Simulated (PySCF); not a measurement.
# How methods differ on the excitation energy of Co(2+)

Co(2+) [Ar] 3d7 (4F) → Co(2+) [Ar] 3d6 4s1 (6D), as a difference of total energies. All numbers are calculated (PySCF 2.14, the non-relativistic Hamiltonian (point nucleus), in def2-QZVPPD). Correlated levels: valence: [Ar] frozen. The calculations carry no spin-orbit coupling.

| method | excitation energy (eV) |
| --- | --- |
| UHF | 4.908 |
| MP2 (valence) | 6.211 |
| SCS-MP2 (valence) | 6.569 |
| CCSD (valence) | 6.034 |
| CCSD(T) (valence) | 6.075 |

Task: How much does correlation contribute at CCSD(T) (valence)?

Result: 6.075 − (4.908) = 1.167 eV, measured against UHF.

A first-order spin-orbit estimate (lowest level to lowest level, LS coupling) adds 0.031 eV.
